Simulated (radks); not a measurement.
Results of a calculation; reference values are marked as such.
All-electron atom: the niobium ion Nb4+ in [Kr] 4d1.

Level of theory: Dirac Kohn-Sham, PBE, spin-unpolarised, spherical densities, finite nucleus; open shells fill j = l - 1/2 first; Fermi nuclear charge, rms radius 4.324 fm (a radial shooting solver on a logarithmic mesh with Libxc functionals).

Energy parts (eV):
total: -103867.048
kinetic: 107521.655
electron-nucleus: -249117.115
Hartree: 40926.148
exchange-correlation: -3197.736

Orbitals (lengths in bohr, moments of r in powers of bohr; <r^-3> diverges for s and p1/2):
orbital  occ.  eigenvalue (eV)   <1/r>  <r^-3>
1s1/2       2        -18846.22   42.40       -
2s1/2       2        -2676.416   9.626       -
2p1/2       2        -2460.033   9.600       -
2p3/2       4        -2364.261   9.164    2210
3s1/2       2        -485.5728   3.276       -
3p1/2       2        -404.1167   3.173       -
3p3/2       4        -388.5883   3.068   363.0
3d3/2       4        -244.8321   2.873   52.26
3d5/2       6        -241.9386   2.846   49.94
4s1/2       2        -103.3784   1.199       -
4p1/2       2         -80.2617   1.090       -
4p3/2       4         -77.9862   1.062   53.44
4d3/2       1         -43.5494  0.8157   4.959
4d5/2       0         -43.2806  0.8102   4.741

The highest occupied level is 4d3/2 at -43.549 eV. The electron density at the nucleus is 8.25e+04 e/bohr^3. For comparison, the ionisation energy in NIST's Atomic Spectra Database is 50.573 eV (measured). In exact Kohn-Sham theory the highest level is minus the ionisation energy, but local and semilocal functionals leave it too shallow, through self-interaction and a potential that decays too fast; potentials with the right tail come closer. Summed over all electrons, <r^2> = 20.87 bohr^2, which gives a Langevin (diamagnetic) susceptibility term of -16.5 x 10^-6 cm^3/mol. The density falls to 0.001 e/bohr^3 at r = 3.00 bohr.

Beside tabulated values, note that spin-unpolarised runs miss the spin-polarisation part of the exchange energy of open shells.
